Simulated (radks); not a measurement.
Fractional charge and spin in the 4p shell of molybdenum: the spin-up occupation runs from 2 to 3 and the spin-down occupation from 2 to 3; the fullest corner is Mo3+, [Ar] 3d10 4s2 4d(up 1.5, down 1.5) 4p(up 3, down 3). Calculated with a radial shooting solver on a logarithmic mesh with Libxc functionals: scalar-relativistic Kohn-Sham, r2SCAN, spin-polarised, spherical densities, finite nucleus; meta-GGA in the generalised Kohn-Sham scheme; Fermi nuclear charge, rms radius of each element as measured or else 0.836 A^(1/3) + 0.57 fm. Energy (eV) minus the two flat planes that join the four corners (they meet along the diagonal where the two added fractions sum to one electron); zero is where a piecewise linear energy would lie.

\begin{tabular}{lrrr}
down \ up & 2 & 2.5 & 3 \\ \hline
2 & 0.000 & -2.047 & 0.000 \\
2.5 & -2.047 & 0.387 & -1.929 \\
3 & 0.000 & -1.929 & 0.000 \\
\end{tabular}

Corners above the fullest one (they belong to Mo4+ and the next ion): (up 3, down 2) 78.735 eV, (up 2, down 3) 78.735 eV, (up 2, down 2) 174.93 eV. With half an added electron in each spin the energy lies 0.387 eV from the planes, and with half an added electron in spin up alone -2.047 eV. The planes are only a guide here: the flat-plane condition holds for ground states with one frontier orbital, while this shell lies below other occupied shells, so the corners above the fullest one are inner-hole states and not the ground states of those ions.
